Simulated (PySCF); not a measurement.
Se(SMe)(GeH3), SMILES CS[Se][GeH3], CAM-B3LYP/def2-SVP optimised geometry.

```
10

Se    -1.59     0.43     0.00
S     -0.55     1.05    -1.86
C      1.02     1.69    -1.21
H      0.86     2.54    -0.54
H      1.59     2.03    -2.09
H      1.59     0.91    -0.70
Ge    -0.82    -1.81     0.00
H      0.72    -1.81     0.00
H     -1.35    -2.46     1.28
H     -1.35    -2.54    -1.24
```

Density from PySCF 2.14.0 with CAM-B3LYP/def2-TZVP at that geometry.

Minimum of the electron density along straight lines between bonded atoms, close to the bond critical point (lines longer than 1.1 times the sum of covalent radii, or with two minima, are not listed):

```csv
bond,length / Å,ρ at the minimum / e bohr⁻³,∇²ρ there / e bohr⁻⁵,position (fraction from the first atom)
Se1–S2,2.224,0.119,-0.06,0.49
S2–C3,1.814,0.183,-0.31,0.53
C3–H4,1.098,0.277,-0.96,0.65
C3–H5,1.100,0.273,-0.93,0.65
C3–H6,1.098,0.277,-0.95,0.65
Se1–Ge7,2.367,0.093,-0.03,0.56
Ge7–H8,1.534,0.135,0.05,0.59
Ge7–H9,1.537,0.134,0.05,0.59
Ge7–H10,1.532,0.136,0.05,0.59
```
